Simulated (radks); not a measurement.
Valence configurations of neutral samarium (all share [Xe]). Method: scalar-relativistic Kohn-Sham, LDA (Slater exchange, Perdew-Wang correlation), spin-polarised, spherical densities, finite nucleus; open shells are filled with parallel spins first (spin-orbit coupling, left out, can overturn this in heavy ions); Fermi nuclear charge, rms radius 5.0819 fm; computed with a radial shooting solver on a logarithmic mesh with Libxc functionals. Energies are relative to 4f6 6s2; eigenvalues in eV for spin up.

| valence | E (eV) | moment (Bohr magnetons) | e(4f) | e(5d) | e(6p) | e(6s) |
|---|---|---|---|---|---|---|
| 4f6 6s2 | 0.000 | 6 | -3.810 | - | - | -3.813 |
| 4f5 5d1 6s2 | 3.939 | 6 | -9.440 | -3.258 | - | -4.328 |
| 4f6.5 6s1.5 | 0.465 | 7 | -0.909 | - | - | -3.455 |
| 4f6 6p2 | 4.688 | 8 | -6.145 | - | -2.538 | - |
| 4f5 6s2 6p1 | 6.272 | 6 | -12.664 | - | -2.418 | -5.643 |
| 4f5 5d1 6p2 | 9.002 | 8 | -11.677 | -5.165 | -2.707 | - |
| 4f5 5d1 6s1 6p1 | 5.927 | 8 | -10.522 | -4.293 | -2.234 | -5.249 |
| 4f6 5d1 6s1 | 1.289 | 8 | -2.547 | -1.540 | - | -3.648 |
| 4f6 5d1 6p1 | 3.712 | 8 | -3.704 | -2.402 | -1.835 | - |

NIST lists [Xe] 4f6 6s2 as the ground configuration; this level of theory agrees among the configurations tried. The energies are those of spherical high-spin densities, not of single terms. No valid solution was reached for [Xe] 4f7 6s1.
